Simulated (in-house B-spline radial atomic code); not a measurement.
# Tb⁺: [He] 2s2 (2p1/2)1 (2p3/2)4 3s2 3p6 3d10 4s2 4p6 4d10 4f9 5s2 5p6 6s2 (with a hole in an inner shell)

Computed with a B-spline radial code for spherical atoms: Dirac-Hartree-Fock, average of the jj configuration, Fermi nucleus of rms radius 5.06 fm.

Z_r = [3n² - l(l+1)]/(2<r>); Z_e = n√(-2ε); the last column is Slater's effective charge. Values are occupation-weighted means over j. An effective charge above Z reflects the relativistic contraction of the inner shells.

```tsv
shell	electrons	ε (eV)	<r> (bohr)	Z_r	Z_e	Slater
1s	2	-52621	0.02149	69.81	62.19	64.70
2s	2	-8957.9	0.09044	66.34	51.32	61.20
2p	5	-7936.6	0.081	61.73	48.30	61.20
3s	2	-2069.1	0.2357	57.28	37.00	54.60
3p	6	-1766.7	0.2336	53.50	34.19	54.60
3d	10	-1361.2	0.2123	49.47	30.01	44.85
4s	2	-447.1	0.5343	44.92	22.93	38.25
4p	6	-343.09	0.5633	40.83	20.09	38.25
4d	10	-193.44	0.61	34.43	15.08	26.85
5s	2	-72.442	1.309	28.65	11.54	12.60
5p	6	-43.902	1.514	24.10	8.98	12.60
4f	9	-30.637	0.7797	23.09	6.00	17.20
6s	2	-11.968	3.652	14.79	5.63	3.85
```

The least bound orbital is 6s1/2 at -11.97 eV, and it is also the most diffuse (<r> = 3.652 bohr). The part-filled 2p shell lies below the filled 6s shell in orbital energy.

For the 1s electron the small component carries 5.88 % of the norm, the zero-frequency Breit interaction raises the level by 150.3 eV, self-energy by 95.47 eV, and vacuum polarisation lowers it by 15.8 eV.
